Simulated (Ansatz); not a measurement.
Ansatz (a first-principles code) input (B3LYP-D3(BJ)/def2-TZVP):

Ansatz 0.2 input:
```yaml
crystal:
  periodic: [false, false, false]
  atoms:
    - {symbol: Pt, position_ang: [-0.00000000, -0.00000000, -0.01938769]}
    - {symbol: H, position_ang: [0.00000000, 0.00000000, 1.51223965]}
basis:
  gaussian:
    orbitals: def2-TZVP
hamiltonian:
  xc: b3lyp
  dispersion: d3bj
magnetization: {spin_polarized: true, initial_magnetization: 1}
phonons: {temperatures: {t_min: 298.15, t_max: 298.15, t_step: 100}}
```

Output:

```
Functional definition: B3LYP
integrals: 0.01 GiB planned
465 factors; integrals over basis functions are off by at most 2.6e-4 eV
mean field: 0.13 GiB planned
mean field evaluation 1: about -3261.7989 eV, gradient 2.2e1 eV
mean field evaluation 2: about -3258.5973 eV, gradient 3.8e1 eV
mean field evaluation 4: about -3263.7156 eV, gradient 1.4e0 eV
mean field evaluation 8: about -3263.7326 eV, gradient 1.4e-2 eV
mean field evaluation 16: about -3263.7326 eV, gradient 9.5e-5 eV
mean field evaluation 32: about -3263.7326 eV, gradient 7.3e-6 eV
mean field -3263.73259015 eV, -119.9399604505 hartree, gradient 7.3e-6 eV, S^2 0.751143; 2 other end points of the search recorded, 0 dependent functions left out
the calculation of the forces begins
reference -3263.73276801 eV, -119.9399669870 hartree; 10, 9 occupied and 36, 37 virtual orbitals, 465 factors
these checks for a lower state are left out or cut short: stability, starts, cluster_reference, orbital_swaps, neighbouring_geometries, increment
integrals: 0.01 GiB planned
465 factors; integrals over basis functions are off by at most 2.6e-4 eV
mean field: 0.13 GiB planned
mean field -3263.73259015 eV, -119.9399604505 hartree, gradient 7.9e-7 eV, S^2 0.751143; 0 other end points of the search recorded, 0 dependent functions left out
the calculation of the forces begins
reference -3263.73276801 eV, -119.9399669869 hartree; 10, 9 occupied and 36, 37 virtual orbitals, 465 factors
these checks for a lower state are left out or cut short: stability, starts, cluster_reference, orbital_swaps, neighbouring_geometries, increment
integrals: 0.01 GiB planned
465 factors; integrals over basis functions are off by at most 2.6e-4 eV
mean field: 0.13 GiB planned
mean field -3263.73259015 eV, -119.9399604505 hartree, gradient 7.9e-7 eV, S^2 0.751143; 0 other end points of the search recorded, 0 dependent functions left out
the calculation of the forces begins
reference -3263.73276801 eV, -119.9399669869 hartree; 10, 9 occupied and 36, 37 virtual orbitals, 465 factors
these checks for a lower state are left out or cut short: stability, starts, cluster_reference, orbital_swaps, neighbouring_geometries, increment
integrals: 0.01 GiB planned
465 factors; integrals over basis functions are off by at most 2.6e-4 eV
mean field: 0.13 GiB planned
mean field -3263.73259015 eV, -119.9399604505 hartree, gradient 7.9e-7 eV, S^2 0.751143; 0 other end points of the search recorded, 0 dependent functions left out
the calculation of the forces begins
reference -3263.73276801 eV, -119.9399669869 hartree; 10, 9 occupied and 36, 37 virtual orbitals, 465 factors
these checks for a lower state are left out or cut short: stability, starts, cluster_reference, orbital_swaps, neighbouring_geometries, increment
integrals: 0.01 GiB planned
465 factors; integrals over basis functions are off by at most 2.6e-4 eV
mean field: 0.13 GiB planned
mean field -3263.73259015 eV, -119.9399604505 hartree, gradient 7.9e-7 eV, S^2 0.751143; 0 other end points of the search recorded, 0 dependent functions left out
the calculation of the forces begins
reference -3263.73276801 eV, -119.9399669869 hartree; 10, 9 occupied and 36, 37 virtual orbitals, 465 factors
these checks for a lower state are left out or cut short: stability, starts, cluster_reference, orbital_swaps, neighbouring_geometries, increment
integrals: 0.01 GiB planned
465 factors; integrals over basis functions are off by at most 2.6e-4 eV
mean field: 0.13 GiB planned
mean field evaluation 64: about -3263.7325 eV, gradient 8.9e-5 eV
mean field -3263.73252769 eV, -119.9399581554 hartree, gradient 2.1e-6 eV, S^2 0.751132; 0 other end points of the search recorded, 0 dependent functions left out
the calculation of the forces begins
reference -3263.73270554 eV, -119.9399646911 hartree; 10, 9 occupied and 36, 37 virtual orbitals, 465 factors
these checks for a lower state are left out or cut short: stability, starts, cluster_reference, orbital_swaps, neighbouring_geometries, increment
integrals: 0.01 GiB planned
465 factors; integrals over basis functions are off by at most 2.6e-4 eV
mean field: 0.13 GiB planned
mean field -3263.73252626 eV, -119.9399581026 hartree, gradient 2.2e-6 eV, S^2 0.751154; 0 other end points of the search recorded, 0 dependent functions left out
the calculation of the forces begins
reference -3263.73270414 eV, -119.9399646398 hartree; 10, 9 occupied and 36, 37 virtual orbitals, 465 factors
these checks for a lower state are left out or cut short: stability, starts, cluster_reference, orbital_swaps, neighbouring_geometries, increment
integrals: 0.01 GiB planned
465 factors; integrals over basis functions are off by at most 2.6e-4 eV
mean field: 0.13 GiB planned
mean field -3263.73259015 eV, -119.9399604505 hartree, gradient 7.9e-7 eV, S^2 0.751143; 0 other end points of the search recorded, 0 dependent functions left out
the calculation of the forces begins
reference -3263.73276801 eV, -119.9399669869 hartree; 10, 9 occupied and 36, 37 virtual orbitals, 465 factors
these checks for a lower state are left out or cut short: stability, starts, cluster_reference, orbital_swaps, neighbouring_geometries, increment
integrals: 0.01 GiB planned
465 factors; integrals over basis functions are off by at most 2.6e-4 eV
mean field: 0.13 GiB planned
mean field -3263.73259015 eV, -119.9399604505 hartree, gradient 7.9e-7 eV, S^2 0.751143; 0 other end points of the search recorded, 0 dependent functions left out
the calculation of the forces begins
reference -3263.73276801 eV, -119.9399669869 hartree; 10, 9 occupied and 36, 37 virtual orbitals, 465 factors
these checks for a lower state are left out or cut short: stability, starts, cluster_reference, orbital_swaps, neighbouring_geometries, increment
integrals: 0.01 GiB planned
465 factors; integrals over basis functions are off by at most 2.6e-4 eV
mean field: 0.13 GiB planned
mean field evaluation 96: about -3263.7326 eV, gradient 1.2e-6 eV
mean field -3263.73259015 eV, -119.9399604505 hartree, gradient 7.9e-7 eV, S^2 0.751143; 0 other end points of the search recorded, 0 dependent functions left out
the calculation of the forces begins
reference -3263.73276801 eV, -119.9399669869 hartree; 10, 9 occupied and 36, 37 virtual orbitals, 465 factors
these checks for a lower state are left out or cut short: stability, starts, cluster_reference, orbital_swaps, neighbouring_geometries, increment
integrals: 0.01 GiB planned
465 factors; integrals over basis functions are off by at most 2.6e-4 eV
mean field: 0.13 GiB planned
mean field -3263.73259015 eV, -119.9399604505 hartree, gradient 7.9e-7 eV, S^2 0.751143; 0 other end points of the search recorded, 0 dependent functions left out
the calculation of the forces begins
reference -3263.73276801 eV, -119.9399669869 hartree; 10, 9 occupied and 36, 37 virtual orbitals, 465 factors
these checks for a lower state are left out or cut short: stability, starts, cluster_reference, orbital_swaps, neighbouring_geometries, increment
integrals: 0.01 GiB planned
465 factors; integrals over basis functions are off by at most 2.6e-4 eV
mean field: 0.13 GiB planned
mean field -3263.73252626 eV, -119.9399581026 hartree, gradient 2.2e-6 eV, S^2 0.751154; 0 other end points of the search recorded, 0 dependent functions left out
the calculation of the forces begins
reference -3263.73270414 eV, -119.9399646398 hartree; 10, 9 occupied and 36, 37 virtual orbitals, 465 factors
these checks for a lower state are left out or cut short: stability, starts, cluster_reference, orbital_swaps, neighbouring_geometries, increment
integrals: 0.01 GiB planned
465 factors; integrals over basis functions are off by at most 2.6e-4 eV
mean field: 0.13 GiB planned
mean field -3263.73252769 eV, -119.9399581554 hartree, gradient 2.1e-6 eV, S^2 0.751132; 0 other end points of the search recorded, 0 dependent functions left out
the calculation of the forces begins
reference -3263.73270554 eV, -119.9399646911 hartree; 10, 9 occupied and 36, 37 virtual orbitals, 465 factors
Total energy: -3263.75596041 eV, -119.9408192920 hartree
Atom 0 at    -0.000000    -0.000000    -0.019388 Å, force    -0.000000     0.000000    -0.000715 eV/Å
Atom 1 at     0.000000     0.000000     1.512240 Å, force     0.000000    -0.000000     0.000715 eV/Å
Dipole moment:     0.000000     0.000000    -0.246094 e Å
Vibrations: 2341.37 cm⁻¹, zero-point energy 0.145146 eV
```

The spin state was set by rule; other spins were not relaxed.
